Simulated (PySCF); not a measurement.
AlFH4OSi. Atoms are numbered in the order given.

```xyz
8

Al    -0.3622     1.1599     0.6264
F      1.0659     1.7122     1.2751
H     -1.6660     1.9899     0.8463
O     -0.3478    -0.2819    -0.2486
Si    -0.0416    -1.7006    -1.0433
H     -1.0826    -2.7083    -0.6908
H      1.2972    -2.2379    -0.6634
H     -0.0691    -1.4686    -2.5163
```
Charge 0, spin multiplicity 1.

Geometry: B3LYP-D3(BJ)/def2-SVP. The values are those of a single conformer.

Calculation: CAM-B3LYP/def2-TZVP (PySCF).

Isolated molecule, no solvent.

Problem. Estimate the frontier levels, gap, dipole moment and polarisability. (An estimate is asked for; the answer gives what the named calculation found.)

Solution. 
```yaml
highest_occupied_level: -10.36 eV
lowest_empty_level: 0.19 eV
orbital_gap: 10.54 eV
dipole_moment: 1.23 D
quadrupole, principal values (traceless, Buckingham form, about the centre of nuclear charge): -7.78, 1.13, 6.65 D·Å
mean_static_polarisability: 50.3 bohr³ (7.45 Å³)
polarisability_principal_values: 45.2, 48.3, 57.3 bohr³
```
